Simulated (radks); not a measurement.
Values are calculated unless marked as measured or tabulated.
Ionisation of Mn2+, [Ar] 3d5, to Mn3+, [Ar] 3d4, under several functionals. Dirac Kohn-Sham, spin-unpolarised, spherical densities, point nucleus; open shells fill j = l - 1/2 first; a radial shooting solver on a logarithmic mesh with Libxc functionals.

| functional | E(Mn2+) (hartree) | Exc (hartree) | IE (eV) | -e(HOMO) (eV) | <r> HOMO (bohr) | IE error (eV) |
|---|---|---|---|---|---|---|
| revPBE | -1157.58723 | -51.74014 | 32.321 | 24.121 | 1.151 | -1.347 |
| exchange-only B88 | -1156.67695 | -50.80087 | 31.308 | 23.193 | 1.161 | -2.360 |
| BLYP | -1157.74721 | -51.88953 | 32.427 | 24.253 | 1.156 | -1.241 |
| AM05 | -1155.44612 | -49.55476 | 32.391 | 24.197 | 1.148 | -1.277 |
| exchange-only PBE | -1156.41854 | -50.52927 | 31.353 | 23.247 | 1.165 | -2.315 |

NIST Atomic Spectra Database: 33.67 eV (measured). Closest: BLYP. The Delta-SCF values span 1.12 eV, the total energies 2.30 hartree. The highest occupied level is 3d5/2. Spin polarisation and multiplet splitting are left out, so open shells lie too high by an amount that depends on their filling.

Beside tabulated values, note that spin-unpolarised runs miss the spin-polarisation part of the exchange energy of open shells.
